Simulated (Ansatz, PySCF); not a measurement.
Species: GaCl, net charge 0, triplet state. This is an excited triplet: at this geometry the singlet lies 3.36 eV lower at CCSD(T)/CBS(def2-TZVPPD,def2-QZVPPD). 
Geometry from a B3LYP-D3(BJ)/def2-TZVP (Ansatz, a first-principles code) optimisation:
SMILES: [Cl][Ga]
```xyz
2

Ga     0.0000     0.0000    -0.7780
Cl     0.0000     0.0000     1.4187
```
Charge 0, spin multiplicity 3.

Total electronic energies in hartree. Cores are frozen in the correlated levels unless marked. UHF or UKS for open shells. Spin-orbit coupling is left out. The frozen core is the preceding noble-gas configuration, with the filled d and f shells of earlier blocks. Non-relativistic. CBS marks a two-point X^-3 extrapolation of the correlation energy; Hartree-Fock from the larger set.

| level | program | energy (Eh) |
|---|---|---|
| HF/def2-SVP | Ansatz | -2382.32781 |
| HF/def2-TZVPD | PySCF | -2382.73805 |
| HF/def2-TZVPP | Ansatz | -2382.73690 |
| CAM-B3LYP-D4/def2-TZVPD | Ansatz + dftd4 | -2385.13435 |
| MP2/6-31G* | Ansatz | -2382.57673 |
| MP2/def2-SVPD | Ansatz | -2382.50771 |
| RI-MP2/def2-TZVPP | Ansatz | -2382.95484 |
| SCS-MP2/def2-SVPD | Ansatz | -2382.50052 |
| CCSD(T)/CBS(def2-TZVPPD,def2-QZVPPD) | Ansatz | -2383.0781 |

Totals of different functionals don't rank their quality; only differences between species are comparable.
